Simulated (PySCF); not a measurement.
Compound: CH10OSSi3.
Geometry (PBE0-D3(BJ)/def2-SVP, Å), atoms numbered from 1 in this order:
```xyz
16
CH10OSSi3 angstrom
C      1.3852    0.9604   -1.4598
S      1.8027    0.8097    0.3093
Si     1.5332   -1.2925    0.5787
O     -0.0643   -1.7138    0.4877
Si    -1.5756   -1.1370    0.9074
Si    -1.6424    1.1929    1.2306
H      2.0657    0.3592   -2.0786
H      1.5055    2.0194   -1.7228
H      0.3441    0.6670   -1.6531
H      2.0906   -1.5826    1.9290
H      2.2446   -2.0394   -0.4941
H     -2.5214   -1.5149   -0.1853
H     -2.0211   -1.8084    2.1677
H     -1.2732    1.9477   -0.0050
H     -3.0762    1.5067    1.5447
H     -0.8061    1.6347    2.3846
```

The closed-shell ground state was solved at several levels (PySCF, density fitting, gas phase, non-relativistic).

```
            level  basis functions  total energy (Eh)  HOMO (eV)  LUMO (eV)  gap (eV)  dipole (D)
wB97X-D/def2-SVPD              222         -1385.5886      -9.05       1.34     10.39        1.20
      HF/pcSseg-1              180         -1382.8893     -10.09       3.08     13.17        1.26
```

Problem. Estimate the row for PBE0/pcSseg-1, a basis of 180 functions; the other rows only guide the guess.

Solution. Total energy -1385.4054 Eh, HOMO -7.30 eV, LUMO -0.27 eV, gap 7.03 eV, dipole 1.24 D.

Problem. Over all these levels, which gives the widest orbital gap and which the narrowest?

Solution. HF/pcSseg-1 (Hartree–Fock, all exact exchange) has the widest, 13.17 eV, and PBE0/pcSseg-1 (global hybrid, 25 % exact exchange) the narrowest, 7.03 eV. The two share the basis. From the narrowest to the widest the HOMO moves by -2.79 eV and the LUMO by +3.35 eV. The HOMO need not be the same orbital at Hartree–Fock and at DFT levels.

Problem. How far do the dipole and the HOMO energy spread over the levels?

Solution. The dipole runs from 1.20 to 1.26 D (mean 1.23 D) and the HOMO from -10.09 to -7.30 eV.

One conformer stands for the species.

wB97X-D is run here without its empirical dispersion term; that term would change no orbital, density or response property at a fixed geometry.
